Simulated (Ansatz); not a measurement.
The cluster Li3Sn⁺ (the lowest singlet isomer of a short search) was relaxed with PBE0-D4 (def2-TZVP) in Ansatz in these states: charge +1 quintet, charge +1 triplet. The geometries follow in no particular order.

In the def2 sets Sn takes a core potential; there is no spin–orbit coupling.

A:

```tsv
atom	x (Å)	y (Å)	z (Å)
Li1	0.6135	-0.9386	-2.1097
Li2	0.4256	-0.7484	2.8990
Li3	-1.0934	1.7823	-1.1505
Sn4	0.0543	-0.0954	0.3612
```

B:

```
atom    x (Å)    y (Å)    z (Å)
 Li1  -3.3655  -0.8798   0.3442
 Li2   4.0652  -0.4043  -0.9604
 Li3   0.8974   0.1535  -0.1219
 Sn4  -1.5971   1.1306   0.7382
```

Task: Judge from the bond lengths which geometry belongs to which state (an estimate).

Result: A is the charge +1 triplet (Li2–Sn4 2.647 Å, Li3–Sn4 2.670 Å, Li1–Sn4 2.670 Å); B is the charge +1 quintet (Li2–Sn4 6.108 Å, Li3–Sn4 2.814 Å, Li1–Sn4 2.706 Å).

At PBE0-D4/def2-TZVP a triplet lies 1.45 eV below the charge +1 quintet. These are the stationary points nearest to one start from a short search; other shapes may lie lower in each state.
